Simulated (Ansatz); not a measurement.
Job for Ansatz (a program for electronic structure): R-CCSD(T)/cc-pV(D+d)Z on H3NSSi (SMILES N[Si]S), a point of a torsion scan. Files ending in .json are basis or fitting sets from the Basis Set Exchange.

Ansatz 0.2 input:
```yaml
crystal:
  periodic: [false, false, false]
  atoms:
    - {symbol: N, position_ang: [-1.09290260, 0.09241781, 0.23968628]}
    - {symbol: Si, position_ang: [0.18388737, -0.75425956, 0.98615295]}
    - {symbol: S, position_ang: [1.85560238, 0.51184074, 0.22088029]}
    - {symbol: H, position_ang: [-0.96468450, 0.87658166, -0.38737795]}
    - {symbol: H, position_ang: [-2.06015054, -0.17246056, 0.32618325]}
    - {symbol: H, position_ang: [1.80424970, 1.33110877, 1.26128595]}
basis:
  gaussian:
    orbitals: cc-pV_D+d_Z.json
magnetization: {spin_polarized: false}
correlation: {method: ccsd_t, electrons: outside_noble_gas}
scf: {lower_state_search: off}
```

The log:

```
WARN ansatz: RAYON_NUM_THREADS=1 ignored (pool sized by the plan → 1); use --threads N
Functional definition: HF
these checks for a lower state are left out or cut short: stability, starts, cluster_reference, orbital_swaps, neighbouring_geometries, increment
integrals: 0.06 GiB planned
754 factors; integrals over basis functions are off by at most 1.4e-3 eV
mean field: 0.17 GiB planned
mean field evaluation 1: about -20207.3096 eV, gradient 3.0e1 eV
mean field evaluation 2: about -20207.3479 eV, gradient 3.0e1 eV
mean field evaluation 4: about -20209.6636 eV, gradient 2.8e0 eV
mean field evaluation 8: about -20209.7093 eV, gradient 4.5e-4 eV
mean field -20209.70928354 eV, -742.6931175371 hartree, gradient 7.7e-6 eV, S^2 0.000000; 0 other end points of the search recorded, 0 dependent functions left out
11 core orbitals not correlated
reference -20209.70928354 eV, -742.6931175371 hartree; 9, 9 occupied and 55, 55 virtual orbitals, 754 factors
second order -10.61098961 eV of doubles, -0.00000000 eV of singles
coupled cluster: 0.16 GiB planned
cycle   1  -11.27826339 eV  change   -6.7e-1 eV  update   9.0e-2
cycle   2  -11.62309252 eV  change   -3.4e-1 eV  update   3.1e-2
cycle   3  -11.70233506 eV  change   -7.9e-2 eV  update   1.6e-2
cycle   4  -11.69680293 eV  change    5.5e-3 eV  update   4.8e-3
cycle   5  -11.69634426 eV  change    4.6e-4 eV  update   2.1e-3
cycle   6  -11.69617506 eV  change    1.7e-4 eV  update   7.1e-4
cycle   7  -11.69605307 eV  change    1.2e-4 eV  update   2.4e-4
cycle   8  -11.69611574 eV  change   -6.3e-5 eV  update   7.8e-5
cycle   9  -11.69612065 eV  change   -4.9e-6 eV  update   2.6e-5
cycle  10  -11.69611482 eV  change    5.8e-6 eV  update   9.6e-6
perturbative correction -0.36311790 eV, -0.0133443366 hartree
Total energy: -20221.76851626 eV, -743.1362861656 hartree
Checks for a lower state left out: stability, starts, cluster_reference, orbital_swaps, neighbouring_geometries, increment
```

The calculation finished and met its thresholds.

Cost: very roughly 4 core-seconds.
